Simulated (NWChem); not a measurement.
Molecule: CH$_{3}$F$_{3}$OSi; SMILES OC[Si](F)(F)F

```xyz
9

O      0.1804     2.3100    -0.0212
C     -0.7985     1.3042    -0.1423
Si    -0.0324    -0.3879    -0.0251
F      0.7962    -0.8144    -1.3275
F     -1.1145    -1.5402     0.2472
F      0.9988    -0.3785     1.2093
H      0.5966     2.2272     0.8443
H     -1.6184     1.3986     0.5988
H     -1.2755     1.4219    -1.1290
```
Atoms are numbered in this order, from 1.

Level: PBE0/def2-SVP (NWChem), optimised geometry, unscaled harmonic frequencies. 

**Question.** List the harmonic frequencies with IR intensities, and the thermochemistry.

**Answer.** 
| frequency (cm⁻¹) | IR intensity (km/mol) |
|---|---|
| 70 | 6.1 |
| 114 | 3.0 |
| 190 | 8.3 |
| 262 | 8.1 |
| 302 | 29.2 |
| 335 | 14.4 |
| 361 | 187.9 |
| 425 | 24.2 |
| 681 | 0.9 |
| 768 | 6.8 |
| 891 | 179.9 |
| 985 | 166.2 |
| 997 | 192.3 |
| 1110 | 103.9 |
| 1164 | 22.3 |
| 1310 | 5.3 |
| 1385 | 30.6 |
| 1444 | 6.1 |
| 3015 | 23.6 |
| 3120 | 3.6 |
| 3873 | 57.0 |

| Item | Value |
|---|---|
| zero-point energy | 32.6 kcal/mol |
| thermal correction to the enthalpy at 298.15 K (with zero-point energy) | 37.7 kcal/mol |
| heat capacity Cv | 23.4 cal/(mol K) |
| entropy at 298.15 K and 1 atm (symmetry number 1) | 84.4 cal/(mol K) |
| dipole moment | 1.87 D |

Rigid rotor and harmonic oscillator; modes under 100 cm⁻¹ make the entropy uncertain.
